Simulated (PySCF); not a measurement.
# Hg⁷⁹⁺: ionisation energy

Hg⁷⁹⁺ 1s1 (2S) → Hg⁸⁰⁺ (bare nucleus), as a difference of total energies. All numbers are calculated (PySCF 2.14, the spin-free X2C one-electron Hamiltonian (Gaussian nucleus), in an even-tempered Gaussian basis (16 s from 250 bohr⁻², ratio 2.2; 7 p from 380 bohr⁻², ratio 2.4; 4 d from 1100 bohr⁻², ratio 2.4; 3 f from 1700 bohr⁻², ratio 2.4; 3 g from 2600 bohr⁻², ratio 2.4)). The calculations carry no spin-orbit coupling.

```json
{"method": "UHF", "ionisation energy (eV)": "96061.3"}
{"method": "LDA", "ionisation energy (eV)": "95955.1"}
{"method": "PBE", "ionisation energy (eV)": "96070.9"}
{"method": "PBE0", "ionisation energy (eV)": "96068.5"}
{"method": "r2SCAN", "ionisation energy (eV)": "96074.2"}
{"method": "M06", "ionisation energy (eV)": "96086.0"}
{"method": "revPBE", "ionisation energy (eV)": "96084.1"}
```

For one electron Hartree-Fock is exact for this Hamiltonian up to the basis; QED and nuclear recoil make up the gap, and the density functionals add self-interaction.

For comparison: 95898.19 ± 0.22 eV (theoretical estimate listed by NIST; NIST Atomic Spectra Database, ionization energies).
